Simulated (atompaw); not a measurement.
## Bi: PAW (atompaw) pseudisation with PBE, scalar-relativistic reference atom.

atompaw 4.2.0.5 input, output lines left out:

```
Bi 83
GGA-PBE scalarrelativistic loggrid 2001 logderivrange -4 5 226
6 6 5 4 0 0
6 1 1.5
0 0 0
c
c
c
c
c
v
c
c
c
c
v
c
c
c
c
1
1.95 1.70 1.40 1.15
y
-0.25
n
y
3.9
n
bloechl sinc
2 -0.5 troulliermartins
```

Task: Does the generator finish with these settings?

Result: No. atompaw 4.2.0.5 stopped with "atompaw: The overlap operator has at least one negative eigenvalue!": the overlap operator built from these waves and projectors is not positive definite.
